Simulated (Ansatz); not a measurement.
Ideal-gas functions of CH₅AlBN (`[BH2][Al]1[CH2][NH]1`) at 298.15 K and 1 bar, from an Ansatz frequency run at PBE0-D4/def2-TZVP.

Molar mass 68.85 g/mol, point group Cs (symmetry number 1), electronic degeneracy 1, moments of inertia 22.161, 148.205, 162.909 u Å². Harmonic wavenumbers (cm⁻¹, unscaled): 42, 127, 140, 293, 482, 552, 611, 700, 785, 842, 981, 1043, 1116, 1144, 1156, 1487, 2583, 2670, 3036, 3093, 3640.

Use S(trans) = R[1.5 ln M + 2.5 ln T − 1.1517]; rotational temperatures θ = 24.2544 K / I; S(rot) = R[ln(√π/σ · √(T³/θAθBθC)) + 1.5]; for each mode x = 1.438777 ν̃/T, S = R[x/(eˣ − 1) − ln(1 − e⁻ˣ)] and H = RT x/(eˣ − 1); 1 cm⁻¹ = 0.0119627 kJ/mol; R = 8.31446 J/(mol·K).

**Question.** By hand: the entropy, in J/(mol·K).

**Answer.** Translation 161.6. Rotation: θ = 1.0945, 0.1637, 0.1489 K, giving 103.4. Vibration, mode by mode: 21.60, 12.51, 11.73, 6.09, 2.95, 2.26, 1.80, 1.28, 0.92, 0.74, 0.42, 0.33, 0.24, 0.22, 0.21, 0.05, 0.00, 0.00, 0.00, 0.00, 0.00, in all 63.4. Electronic 0.0. Sum 328.4 J/(mol·K).

**Question.** By hand: H − E and G − E in kJ/mol, counted from the electronic energy.

**Answer.** Zero-point energy ½ × 26523 × 0.0119627 = 158.6; thermal vibration 9.5; translation, rotation and pV give 4 RT = 9.9. H − E = 178.0 kJ/mol, and G − E = 178.0 − 298.15 × 328.4/1000 = 80.1 kJ/mol.

Vibration gives 19 % of the entropy, 45.8 J/(mol·K) of it from the modes under 150 cm⁻¹: soft modes count most, and the harmonic formula is weakest for them.
